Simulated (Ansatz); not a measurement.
Molecule: C₂H₇Ge (charge 0, doublet). It need not be the lowest isomer of its formula. SMILES: [CH3][GeH][CH3]
Coordinates optimised at B3LYP-D3(BJ)/def2-TZVP (Ansatz, a program for electronic structure):
```
Ge
H 1 1.5576
C 1 1.9806 2 109.45
H 3 1.0889 1 110.74 2 -58.19
H 3 1.0894 4 108.98 1 121.51
H 3 1.0926 4 108.81 5 118.45
C 1 1.9806 2 109.45 3 120.63
H 7 1.0889 1 110.74 2 58.19
H 7 1.0894 8 108.98 1 -121.51
H 7 1.0926 8 108.81 9 -118.45
```
Charge 0, spin multiplicity 2.

Computed values are from Ansatz. Correlated levels leave the core frozen unless marked. Open shells are spin-unrestricted. Spin-orbit coupling is left out. The frozen core is the preceding noble-gas configuration, with the filled d and f shells of earlier blocks. No relativistic terms. CBS(X,Y): correlation extrapolated as X^-3; Hartree-Fock from the larger set.

```
Item                                                                   Value
---------------------  -----------------------------------------------------
atomisation energy De  3376.4 kJ/mol at CCSD(T)/CBS(aug-cc-pVTZ,aug-cc-pVQZ)
total energy           -2155.7990 Eh at CCSD(T)/CBS(aug-cc-pVTZ,aug-cc-pVQZ)
dipole moment                                  0.72 D at CCSD(T)/aug-cc-pVDZ
T1 diagnostic                                      0.011 at CCSD/aug-cc-pVQZ
```
